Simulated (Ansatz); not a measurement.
`[NH2][GeH2][NH2]` + `[NH2][GeH2][S]CF` → `[NH2][GeH2][S][GeH2][NH2]` + `NCF`  (formal exchange of groups at a Ge–N bond)

Calculated with Ansatz (gas phase, PBE0-D4/def2-TZVP geometries, no zero-point term in ΔE). CBS: MP2 limit from def2 TZ/QZ plus the TZ coupled-cluster correction, frozen cores. DFT in def2-TZVPP. B3LYP here is the variant with VWN-RPA as its local correlation; programs differ in this. For Ge outer-core shells are correlated without core-valence functions, which leaves a few kJ/mol of doubt a bond. Scalar relativity is left out up to krypton. Each species was taken in one conformer, which may not be the lowest.

`[NH2][GeH2][NH2]`:

```xyz
9

N    -1.334    0.719    0.277
Ge    0.386    0.105    0.431
N     0.620   -0.914   -1.074
H    -1.493    1.325   -0.516
H    -1.714    1.149    1.107
H     0.429   -0.635    1.788
H     1.511    1.165    0.379
H     1.573   -1.188   -1.264
H     0.021   -1.726   -1.126
```

`[NH2][GeH2][S]CF`:

```xyz
11

N     0.534   -0.988   -1.751
Ge    0.707   -1.081    0.067
S    -1.063   -0.362    1.244
C    -0.801    1.401    1.027
F    -0.982    1.808   -0.280
H    -0.174   -1.608   -2.122
H     0.333   -0.052   -2.079
H     1.877   -0.167    0.465
H     0.893   -2.551    0.456
H     0.211    1.685    1.323
H    -1.536    1.915    1.650
```

`[NH2][GeH2][S][GeH2][NH2]`:

Cartesian coordinates in Å:
```
N -1.280 0.285 1.140
Ge -1.093 -1.406 0.412
S 1.042 -1.696 -0.067
Ge 1.293 0.186 -1.275
N 1.311 1.728 -0.294
H -2.234 0.623 1.120
H -0.939 0.351 2.091
H -1.477 -2.557 1.363
H -1.973 -1.398 -0.849
H 0.105 0.265 -2.245
H 2.645 0.028 -1.983
H 0.477 1.776 0.283
H 2.123 1.814 0.304
```

`NCF`:

```xyz
7

N    -0.017    0.321   -0.834
C     0.092   -0.402    0.363
F    -0.265    0.336    1.505
H    -0.964    0.614   -1.029
H     0.600    1.120   -0.866
H    -0.572   -1.269    0.343
H     1.125   -0.720    0.519
```

| level | ΔE (kcal/mol) |
| --- | --- |
| r2SCAN-D4 | -17.1 |
| ωB97M-V | -16.9 |
| PBE0 | -17.5 |
| B3LYP | -15.8 |
| SCS-MP2/def2-TZVPP | -16.1 |
| CCSD/def2-TZVPP | -16.4 |
| CCSD(T)/def2-TZVPP | -16.7 |
| MP2/def2-QZVPP | -16.6 |

What does CCSD(T)/CBS give? (An estimate is asked.)

Ansatz gave: -16.2 kcal/mol. The listed levels differ from it by -0.9, -0.7, -1.3, 0.4, 0.1, -0.2, -0.5, -0.4 kcal/mol.

Largest T1 diagnostic among the species: 0.012.

The D4 term adds −1.6 kcal/mol with B3LYP and −0.9 kcal/mol with PBE0; it sums over pairs of atoms, weighted by their polarisabilities, and B3LYP, whose exchange is more repulsive, gets the larger term.
